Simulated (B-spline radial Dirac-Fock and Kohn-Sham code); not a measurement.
**Relativistic shifts of the levels of Mg**

System: the free magnesium atom in the configuration [Ne] 3s2.

Both columns are ΔSCF binding energies of the configuration average from an atomic code on a B-spline grid: non-relativistic Hartree-Fock with a point nucleus, and Dirac-Fock with a finite nucleus and the Coulomb interaction alone, averaged over the two j levels with weights 2j+1.

| shell | Hartree-Fock (eV) | Dirac-Fock (eV) | shift (eV) | shift (%) |
| --- | --- | --- | --- | --- |
| 1s | 1309.2 | 1311.7 | +2.49 | +0.19 |
| 2s | 97.53 | 97.85 | +0.32 | +0.33 |
| 2p | 56.45 | 56.40 | -0.05 | -0.09 |
| 3s | 6.61 | 6.62 | +0.01 | +0.15 |

Relativity binds 1s, 2s, 3s more strongly, among those listed most of all 2s in relative terms, and 2p more weakly.

Values without a named source are computed, but for edge energies of neutral atoms, which are taken from tables.
